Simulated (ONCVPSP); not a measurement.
**How hard is this chlorine ONCV potential?**

```
Element                 : chlorine (Cl)
Generator               : ONCVPSP 4.0.1
Type                    : optimised norm-conserving Vanderbilt (ONCV)
Functional              : PBE
Relativity              : scalar-relativistic
Frozen core             : [Ne]
Valence charge          : 7
Reference configuration : 3s2 3p4.5 (charge +0.5)
Partial waves           : 3s: rc 1.15 bohr, ncon 3, nbas 6, qcut 6.7 1/bohr, 2 projectors, debl 2.4 Ha; 3p: rc 1.05 bohr, ncon 4, nbas 7, qcut 8.3 1/bohr, local
Local potential         : the p channel
Core correction         : none
```

Question: For each optimised wave give the share of its norm inside rc, the residual kinetic energy above qcut (Ha) and the cutoffs (Ha) for errors of 10, 1, 0.1 and 0.01 mHa per electron.

Answer:

```csv
wave,norm inside rc,residual KE,10 mHa,1 mHa,0.1 mHa,0.01 mHa
3s,0.273,4.1e-05,12.2,16.6,20.4,74.6
s projector 2,0.060,6.5e-04,11.0,16.8,91.4,146.2
3p,0.142,2.2e-03,6.7,66.6,130.0,183.3
```

The occupied waves need 67 Ha and 130 Ha for 1 and 0.1 mHa.
